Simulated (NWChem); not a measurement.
System: C₃HClF₂; SMILES C(=C=CF)(F)Cl

Computed with NWChem. All runs use the structure optimised with PBE-D3(BJ)/def2-SVP. Level: M06-2X/def2-SVP with COSMO at NWChem's default radii, gas-phase geometry; rows give the dielectric constant.

For dielectric constant 3.9:

electrostatic solvation energy (kcal/mol): -1.8
dipole in solution (D): 1.81

Q: What are these values for dielectric constant 1.5?

A: 
| Item | Value |
|---|---|
| electrostatic solvation energy (kcal/mol) | -0.7 |
| dipole in solution (D) | 1.63 |
